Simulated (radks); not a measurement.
Values are calculated unless marked as measured or tabulated.
Spherical jellium clusters: N electrons in a uniform positive sphere of charge N and radius rs N^(1/3), rs = 3.47 bohr. Level of theory: non-relativistic Kohn-Sham, PBEsol, spin-polarised, spherical densities (a radial shooting solver with Libxc functionals). Levels are named by radial order and angular momentum (1s, 1p, 1d, 2s, ...), and open shells are averaged over m.

N = 18, configuration 1s2 1p6 1d10. This is the lowest configuration that the search found. Occupied and some empty levels:

| level | occupation | eigenvalue (eV) | <r> (bohr) |
|---|---|---|---|
| 1s | 2 | -5.9529 | 5.414 |
| 1p | 6 | -4.7552 | 6.708 |
| 1d | 10 | -3.3725 | 7.614 |
| 2s | 0 | -3.0118 | 6.543 |
| 1f | 0 | -1.8335 | 8.469 |
| 2p | 0 | -1.3407 | 8.459 |

Energy (eV): total -32.2655, kinetic 39.915, external -1142.1, Hartree 561.85, exchange-correlation -73.586, background 581.69.
